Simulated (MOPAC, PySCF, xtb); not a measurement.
Pair of molecules: H2O (SMILES O) (first 3 atoms) with PH3 (SMILES P); geometry from B3LYP-D3(BJ)/def2-TZVP, rigid monomers moved along the line of their centres of mass till H2···P4 is 3.62 Å.
(charge 0, multiplicity 1):
```
atom    x (Å)    y (Å)    z (Å)
----  -------  -------  -------
O      0.2632  -0.0779  -0.5425
H      0.1242   0.0001   0.4118
H      1.1449   0.2748  -0.6984
P     -0.6906   0.1974   3.9291
H     -0.0549  -0.5197   4.9716
H     -0.8181   1.3927   4.6775
H     -1.9881  -0.2717   4.2455
```

Counterpoise-corrected where a basis set is named; no monomer relaxation. Rows marked so take none.

Rows in 3-21G, STO-3G carry no dispersion term and start afresh at each structure. The state that PM3 reach isn't checked.

Run with MOPAC for PM3 (differences of heats of formation); PySCF for 3-21G rows, STO-3G rows; xtb for the GFN methods. Each number belongs to the level named beside it.

Q: One of these levels gives -1.72 kcal/mol for the interaction energy. Which?
A. HF/STO-3G (no counterpoise)
B. GFN2-xTB
C. PM3
D. HF/3-21G (no counterpoise)

A: D, HF/3-21G (no counterpoise). The others give -0.22 (PM3), -0.94 (GFN2-xTB), -0.57 (HF/STO-3G (no counterpoise))
